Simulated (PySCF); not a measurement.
Bonding in `C=C[SiH2]O[SiH2]F`

C₂H₇FOSi₂.
Atom-mapped SMILES: `[CH2:1]=[CH:2][SiH2:3][O:4][SiH2:5][F:6]` (hydrogens: H7, H8 on C1; H9 on C2; H10, H11 on Si3; H12, H13 on Si5)

Cartesian coordinates in Å at the GFN2-xTB level; atoms count from 1:
```
atom  x, y, z in Å
C1     2.730    0.015   -0.224
C2     1.425    0.241   -0.255
Si3    0.189   -0.422    1.001
O4    -1.306   -0.349    0.352
Si5   -2.564    0.131   -0.515
F6    -2.205    1.561   -1.156
H7     3.410    0.419   -0.958
H8     3.180   -0.592    0.546
H9     1.030    0.858   -1.054
H10    0.144    0.399    2.213
H11    0.373   -1.845    1.285
H12   -3.678    0.356    0.384
H13   -2.733   -0.772   -1.637
```

Bond orders from the PBE0/pcSseg-1 density (PySCF). The structure is a single GFN2-xTB conformer in the gas phase; no vibrational or solvent corrections.

Task: Where do the orders between heavy atoms depart from those drawn in the SMILES?

Result: The largest departure is 0.120, at C2–Si3 (drawn single, 0.880) and Si3–O4 (drawn single, 0.883).

Task: Set the Mayer orders of the bonds beside their lengths.

Result: 
```json
{"bond": "C1–C2", "drawn as": "double", "length (Å)": "1.324", "Mayer order": "1.992"}
{"bond": "C2–Si3", "drawn as": "single", "length (Å)": "1.882", "Mayer order": "0.880"}
{"bond": "Si3–O4", "drawn as": "single", "length (Å)": "1.631", "Mayer order": "0.883"}
{"bond": "O4–Si5", "drawn as": "single", "length (Å)": "1.602", "Mayer order": "1.009"}
{"bond": "Si5–F6", "drawn as": "single", "length (Å)": "1.607", "Mayer order": "0.920"}
{"bond": "C1–H7", "drawn as": "single", "length (Å)": "1.080", "Mayer order": "0.952"}
{"bond": "C1–H8", "drawn as": "single", "length (Å)": "1.079", "Mayer order": "0.958"}
{"bond": "C2–H9", "drawn as": "single", "length (Å)": "1.085", "Mayer order": "0.938"}
{"bond": "Si3–H10", "drawn as": "single", "length (Å)": "1.465", "Mayer order": "0.924"}
{"bond": "Si3–H11", "drawn as": "single", "length (Å)": "1.463", "Mayer order": "0.928"}
{"bond": "Si5–H12", "drawn as": "single", "length (Å)": "1.449", "Mayer order": "0.906"}
{"bond": "Si5–H13", "drawn as": "single", "length (Å)": "1.450", "Mayer order": "0.904"}
```

By pair of heavy elements: O–Si: lowest Si3–O4 (0.883, 1.631 Å), highest O4–Si5 (1.009, 1.602 Å).

Task: Sum the orders of all bonds at each heavy atom with more than one neighbour and set the sums beside the valence in the SMILES.

Result: C1 3.902 (drawn 4), C2 3.810 (drawn 4), Si3 3.615 (drawn 4), O4 1.892 (drawn 2), Si5 3.739 (drawn 4). Orders between atoms that aren't bonded are not in these sums.

For a closed shell the Mayer order of atoms A and B is Σ (PS)μν (PS)νμ over the basis functions μ on A and ν on B, with P the density and S the overlap matrix.
